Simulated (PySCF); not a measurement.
**Induced dipoles and field energies**

Species: 2-chloropyrimidine, C₄H₃ClN₂.
Numbering: `[Cl:1][c:2]1[n:3][cH:4][cH:5][cH:6][n:7]1` (hydrogens: H8 on C4; H9 on C5; H10 on C6)

Geometry (PBE0-D3(BJ)/def2-SVP, Å), atoms numbered from 1 in this order:
```
atom  x, y, z in Å
Cl1    5.3898    0.3049   -0.1065
C2     3.6703    0.4645   -0.1046
N3     3.1963    1.6729    0.1502
C4     1.8716    1.7905    0.1491
C5     1.0301    0.7104   -0.1044
C6     1.6577   -0.5066   -0.3571
N7     2.9812   -0.6356   -0.3581
H8     1.4691    2.7879    0.3594
H9    -0.0559    0.8116   -0.1045
H10    1.0779   -1.4127   -0.5667
```

Level: wB97X-D/def2-SVPD (PySCF); nuclei fixed, core orbitals frozen in the response. Permanent dipole (-3.933, 0.366, 0.001) D (1 au = 2.5417 D). Static polarisability (au):

```
x   97.68 -2.50  0.52
y   -2.50 71.00  5.78
z    0.52  5.78 45.58
```

Only the terms in μ and α are kept: μ(F) = μ + αF and ΔE = −μ·F − ½ F·αF.

(1) A field of 0.005 au (0.257 V/Å) is applied along each axis in both senses. Find the induced dipole, the size of the total dipole and the two energy terms.

(2) For the field (0.0045, -0.0020, 0.0040) au, what is the induced dipole, and what angle does it make with the field?

(3) Which field along μ doubles the dipole in that direction (linear response)?

(4) What field makes μF equal to kT at 298 K?

(5) Induction energy −ᾱe²/2R⁴ of a unit charge at 12 Å, the molecule taken as a point?

Answers

(1) 
```tsv
field along	induced x (D)	induced y (D)	induced z (D)	total size (D)	−μ·F (kJ/mol)	−½F·αF (kJ/mol)
+x	1.241	-0.032	0.007	2.712	+20.313	-3.206
−x	-1.241	0.032	-0.007	5.190	-20.313	-3.206
+y	-0.032	0.902	0.073	4.163	-1.890	-2.330
−y	0.032	-0.902	-0.073	3.939	+1.890	-2.330
+z	0.007	0.073	0.579	3.993	-0.005	-1.496
−z	-0.007	-0.073	-0.579	3.993	+0.005	-1.496
```

(2) αF = (1.135, -0.331, 0.440) D, at 19.8° to the field. The polarisability along this direction, F·αF/F², is 73.60 au, against a mean of 71.42 au.

(3) The polarisability along the dipole is 97.91 au, so F = 1.5540 au / 97.91 au = 0.0159 au = 0.82 V/Å; higher-order terms are ignored.

(4) kT = 0.9437 × 10⁻³ Eh, so F = 0.000607 au = 3.12 MV/cm.

(5) R = 22.68 bohr, so the energy is −71.4/(2 × 22.68⁴) Eh = -0.355 kJ/mol. The charge–dipole term at its most favourable orientation, −μe/R², is -7.93 kJ/mol.

Geometry: PBE0-D3(BJ)/def2-SVP; no solvent, vibrations or thermal averaging.

wB97X-D is run here without its empirical dispersion term; that term would change no orbital, density or response property at a fixed geometry.
